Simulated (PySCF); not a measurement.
H8N2OSi2, SMILES N[Si@@H](O)N[SiH3].

Coordinates come from a B3LYP-D3(BJ)/def2-SVP optimisation. The structure was generated by enumeration; whether it is a known compound was not checked. The values are those of a single conformer.

Level of theory: TDA-M06-2X/def2-SVPD (PySCF).

Vertical excitations. The molecule is in vacuum.

Q: Estimate the UV-visible absorptions. (The exact figures need the calculation; the answer reports its results.)

A: 
```tsv
state	energy (eV)	λ (nm)	f	main pairs
S1	6.75	184	0.007	HOMO→LUMO 52 %, HOMO→LUMO+2 26 %, HOMO→LUMO+1 17 %
S2	7.01	177	0.054	HOMO−1→LUMO 69 %, HOMO−1→LUMO+3 17 %
S3	7.55	164	0.085	HOMO→LUMO+2 52 %, HOMO→LUMO 31 %
S4	7.61	163	0.050	HOMO→LUMO+1 71 %
S5	7.87	158	0.004	HOMO→LUMO+3 36 %, HOMO→LUMO+4 16 %, HOMO−1→LUMO+1 13 %
S6	7.90	157	0.034	HOMO−1→LUMO+1 31 %, HOMO−1→LUMO+3 13 %, HOMO→LUMO+3 12 %, HOMO→LUMO+4 10 %
S7	8.04	154	0.022	HOMO→LUMO+4 43 %, HOMO→LUMO+3 28 %, HOMO→LUMO+6 12 %
S8	8.16	152	0.007	HOMO−1→LUMO+2 46 %, HOMO−1→LUMO+1 24 %, HOMO−1→LUMO+3 9 %
S9	8.33	149	0.011	HOMO−2→LUMO 19 %, HOMO−3→LUMO 12 %, HOMO−1→LUMO+5 11 %, HOMO−3→LUMO+1 8 %
S10	8.41	147	0.004	HOMO−1→LUMO+5 23 %, HOMO→LUMO+6 19 %, HOMO→LUMO+5 18 %, HOMO→LUMO+4 9 %
T1	6.49	191	0	HOMO→LUMO 41 %, HOMO→LUMO+2 36 %, HOMO→LUMO+1 14 %
T2	6.72	185	0	HOMO−1→LUMO 59 %, HOMO−1→LUMO+3 21 %
T3	7.36	169	0	HOMO→LUMO 35 %, HOMO→LUMO+2 27 %, HOMO−1→LUMO+1 8 %
T4	7.42	167	0	HOMO−1→LUMO+1 43 %, HOMO−1→LUMO+3 9 %, HOMO−1→LUMO 8 %, HOMO−1→LUMO+8 7 %
```
Triplets are in the Tamm–Dancoff approximation.
